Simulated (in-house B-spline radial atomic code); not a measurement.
Radial electron density of Tb, [Kr] 4d10 4f9 5s2 5p5 6s2 6f1. Computed with an all-electron radial atomic-structure program (B-spline basis): scalar-relativistic (X2C) LC-wPBE, spin-polarised, spherical fractional occupations, Fermi nucleus of rms radius 5.06 fm.

Caution: exact exchange at fractional occupations of open shells leaves self-interaction of up to several eV.

One-electron X2C: radii and densities carry no picture-change correction, so inner-shell <1/r> comes out high (for 1s by about 2 % at Z = 33, 5 % at 54, 10 % at 75, 30 % at 118) and <r> low.

Columns: r (bohr), 4πr²n(r) (electrons per bohr), bar.

```
0.000537     2.77 #
0.000709    4.175 ##
0.000937    6.259 ##
 0.00124    9.323 ####
 0.00163     13.6 #####
 0.00216    19.77 ########
 0.00285    28.01 ###########
 0.00377    38.75 ###############
 0.00497    51.54 ####################
 0.00657    65.62 #########################
 0.00868    78.56 ##############################
  0.0115    87.13 #################################
  0.0151     88.3 ##################################
    0.02    82.53 ################################
  0.0264     76.4 #############################
  0.0349    80.41 ###############################
  0.0461    98.06 ######################################
  0.0609    114.5 ############################################
  0.0804      109 ##########################################
   0.106    89.88 ###################################
    0.14    90.31 ###################################
   0.185    102.4 #######################################
   0.245    80.43 ###############################
   0.323    47.15 ##################
   0.427    48.07 ##################
   0.564    50.41 ###################
   0.745    31.39 ############
   0.985    16.34 ######
     1.3    10.38 ####
    1.72    5.453 ##
    2.27    2.116 #
       3    1.053 
    3.96   0.6227 
    5.23   0.2067 
    6.91   0.0311 
    9.12 0.008226 
    12.1  0.01293 
    15.9   0.0111 
      21 0.0006112 
    27.8 0.009702 
    36.7  0.02481 
    48.5  0.03061 
      64 0.006601 
    84.6 0.0003148 
     112 3.781e-06 
     148 2.222e-08
```

On this grid the curve has 6 maxima, near 0.0151, 0.0609, 0.185, 0.564, 12.1, 48.5 bohr.

The 4f up radial function P(r) = rR(r), positive near the nucleus:

```
r (bohr)         P
  0.0264  0.001171
  0.0461  0.007872
  0.0804   0.04441
    0.14    0.1915
   0.245    0.5699
   0.427     1.014
   0.745     1.003
     1.3    0.5787
    2.27    0.1928
    3.96   0.03064
    6.91  0.001232
```
